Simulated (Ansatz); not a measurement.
**Ligand exchange: GeH(CH3)(GeH3)F + C2HBF2 → GeH(GeH3)F2 + C3H4BF**

Species: GeH(CH3)(GeH3)F, singlet; C2HBF2 `C#CB(F)F`, singlet; GeH(GeH3)F2, singlet; C3H4BF `C#CB(C)F`, singlet. The partners trade CH3 for F: Ge–CH3 and B–F bonds give way to Ge–F and B–CH3.

Shapes, held fixed at every level: PBE0-D4/def2-TZVP. Programs: Ansatz 0.2.0. Electronic energies: no zero-point or thermal term.

```tsv
level	kind	ΔE (kJ/mol)	less CCSD(T)/def2-TZVPP	CPU time (sum over the molecules)
PBE-D4/def2-TZVPP	GGA	+58.7	-9.4	19 s
B3LYP-D4/def2-TZVPP	global hybrid	+59.9	-8.2	39 s
PBE0-D4/def2-TZVPP	global hybrid	+62.8	-5.3	27 s
wB97M-V/def2-TZVPP	range-separated hybrid	+61.0	-7.1	84 s
wB97X-V/def2-TZVPP	range-separated hybrid	+57.5	-10.6	59 s
B2PLYP/def2-TZVPP	double hybrid	+61.1	-7.0	45 s
CCSD/def2-TZVPP	coupled cluster or CI	+68.0	-0.1	–
CCSD(T)/def2-TZVPP	coupled cluster or CI	+68.1	0.0	2.3 min
```

The highest level, CCSD(T)/def2-TZVPP, gives ΔE = +68.1 kJ/mol; the levels span +57.5 to +68.1. The column of differences is taken from that level and isn't an error. No measured value is set beside it here. Relativity is left out for Ge. Outer-core shells of Ge are correlated, in sets that cover them unevenly. Times are processor times on shared x86 and Arm servers, and rough.
